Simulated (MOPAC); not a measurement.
Job for MOPAC: AM1 on C2H3B (SMILES BC#C), a point of a bond scan (R = 1.427 Å).

```
AM1 1SCF PRECISE CHARGE=0 THREADS=1
C2H3B

B     -1.19336207 1    -0.05181280 1    -0.71503351 1
C      0.09242682 1     0.00401294 1     0.05537990 1
C      1.12928729 1     0.04903083 1     0.67664147 1
H      2.04113857 1     0.08862114 1     1.22300057 1
H     -2.10689302 1     1.04332664 1    -0.65689040 1
H     -1.44997504 1    -1.00862318 1    -1.37338029 1
```

It printed:

```
*******************************************************************************
 **                                                                           **
 **                              MOPAC v23.2.5                                **
 **                                                                           **
 *******************************************************************************
 ** MOPAC's Digital Object Identifier: https://doi.org/10.5281/zenodo.6511958 **
 **                                                                           **
 ** Please cite the open-source release paper for use of this MOPAC version:  **
 ** J. E. Moussa and J. J. P. Stewart (2026)                                  **
 ** MOPAC: An open-source semiempirical molecular orbital program             **
 ** J. Open Source Softw., 11(119), 8025, https://doi.org/10.21105/joss.08025 **
 *******************************************************************************

                              AM1 CALCULATION RESULTS

 *******************************************************************************
 *  AM1        - The AM1 Hamiltonian to be used
 *
 *
 *
 *                 CHARGE ON SYSTEM = 0
 *
 *
 *
 *  PRECISE    - TIGHTER CRITERIA TO BE USED
 *  1SCF       - DO 1 SCF AND THEN STOP
 *  THREADS=1  - MULTI-THREADING NOT USED
 *  T=         - A TIME OF 172800.0 SECONDS REQUESTED
 *  DUMP=N     - RESTART FILE WRITTEN EVERY 7200.0 SECONDS REQUESTED
 *******************************************************************************
AM1 1SCF PRECISE CHARGE=0 THREADS=1
 C2H3B

   ATOM   CHEMICAL          X               Y               Z
  NUMBER   SYMBOL      (ANGSTROMS)     (ANGSTROMS)     (ANGSTROMS)

     1       B         -1.19336207  *  -0.05181280  *  -0.71503351  *
     2       C          0.09242682  *   0.00401294  *   0.05537990  *
     3       C          1.12928729  *   0.04903083  *   0.67664147  *
     4       H          2.04113857  *   0.08862114  *   1.22300057  *
     5       H         -2.10689302  *   1.04332664  *  -0.65689040  *
     6       H         -1.44997504  *  -1.00862318  *  -1.37338029  *



          CARTESIAN COORDINATES

    NO.       ATOM           X           Y           Z

     1         B         -1.1934     -0.0518     -0.7150
     2         C          0.0924      0.0040      0.0554
     3         C          1.1293      0.0490      0.6766
     4         H          2.0411      0.0886      1.2230
     5         H         -2.1069      1.0433     -0.6569
     6         H         -1.4500     -1.0086     -1.3734

  H: (AM1): M.J.S. DEWAR ET AL, J. AM. CHEM. SOC. 107 3902-3909 (1985)
  B: (AM1): M.J.S. DEWAR ET AL, ORGANOMETALLICS, 7, 513-521 (1988)
  C: (AM1): M.J.S. DEWAR ET AL, J. AM. CHEM. SOC. 107 3902-3909 (1985)

           Empirical Formula: C2 H3 B  =     6 atoms



      MOLECULAR POINT GROUP   :   C2v


      RHF CALCULATION, NO. OF DOUBLY OCCUPIED LEVELS = 7


 -------------------------------------------------------------------------------
 AM1 1SCF PRECISE CHARGE=0 THREADS=1
 C2H3B



     1SCF WAS SPECIFIED, SO BFGS WAS NOT USED
     SCF FIELD WAS ACHIEVED


                              AM1 CALCULATION
                                                       MOPAC v23.2.5 Linux




          FINAL HEAT OF FORMATION =         87.11437 KCAL/MOL =     364.48654 KJ/MOL


          COSMO AREA              =         90.07 SQUARE ANGSTROMS
          COSMO VOLUME            =         71.50 CUBIC ANGSTROMS

          IONIZATION POTENTIAL    =         10.297841 EV
          HOMO LUMO ENERGIES (EV) =        -10.298  0.592
          NO. OF FILLED LEVELS    =          7
          MOLECULAR WEIGHT        =         37.8557         POINT GROUP:  C2v

          MOLECULAR DIMENSIONS (Angstroms)

            Atom       Atom       Distance
            H     5    H     4     4.65313
            H     6    H     4     2.15432
            C     2    B     1     0.00000


          SCF CALCULATIONS        =          1





   ATOM   CHEMICAL          X               Y               Z
  NUMBER   SYMBOL      (ANGSTROMS)     (ANGSTROMS)     (ANGSTROMS)

     1       B         -1.19336207  *  -0.05181280  *  -0.71503351  *
     2       C          0.09242682  *   0.00401294  *   0.05537990  *
     3       C          1.12928729  *   0.04903083  *   0.67664147  *
     4       H          2.04113857  *   0.08862114  *   1.22300057  *
     5       H         -2.10689302  *   1.04332664  *  -0.65689040  *
     6       H         -1.44997504  *  -1.00862318  *  -1.37338029  *

                             CARTESIAN COORDINATES

   1    B       -1.193362070    -0.051812800    -0.715033510
   2    C        0.092426820     0.004012940     0.055379900
   3    C        1.129287290     0.049030830     0.676641470
   4    H        2.041138570     0.088621140     1.223000570
   5    H       -2.106893020     1.043326640    -0.656890400
   6    H       -1.449975040    -1.008623180    -1.373380290


           Empirical Formula: C2 H3 B  =     6 atoms



      MOLECULAR POINT GROUP   :   C2v


                  EIGENVALUES
 -33.00355 -23.21809 -17.90118 -13.34353 -12.42286 -11.64105 -10.29784   0.59189
   1.66683   2.05285   3.09219   4.03452   5.47472   5.96309   6.67532


              NET ATOMIC CHARGES AND DIPOLE CONTRIBUTIONS

  ATOM NO.   TYPE          CHARGE      No. of ELECS.   s-Pop       p-Pop
    1          B           0.358957        2.6410     1.24941     1.39164
    2          C          -0.300643        4.3006     1.30005     3.00059
    3          C          -0.171949        4.1719     1.26873     2.90322
    4          H           0.216366        0.7836     0.78363
    5          H          -0.059222        1.0592     1.05922
    6          H          -0.043509        1.0435     1.04351
 DIPOLE           X         Y         Z       TOTAL
 POINT-CHG.    -0.100    -0.130    -0.127     0.207
 HYBRID         0.639    -0.011     0.363     0.735
 SUM            0.539    -0.140     0.236     0.605


          ATOMIC ORBITAL ELECTRON POPULATIONS

     Atom    s        px        py        pz
    1  B   1.24941   0.51065   0.59194   0.28905
    2  C   1.30005   1.00247   0.97901   1.01911
    3  C   1.26873   0.95171   1.01861   0.93290
    4  H   0.78363
    5  H   1.05922
    6  H   1.04351

 **********************
 *                    *
 * JOB ENDED NORMALLY *
 *                    *
 **********************




 == MOPAC DONE ==
```

The run finished.

Cost: about 0.03 core-seconds (a rough figure).
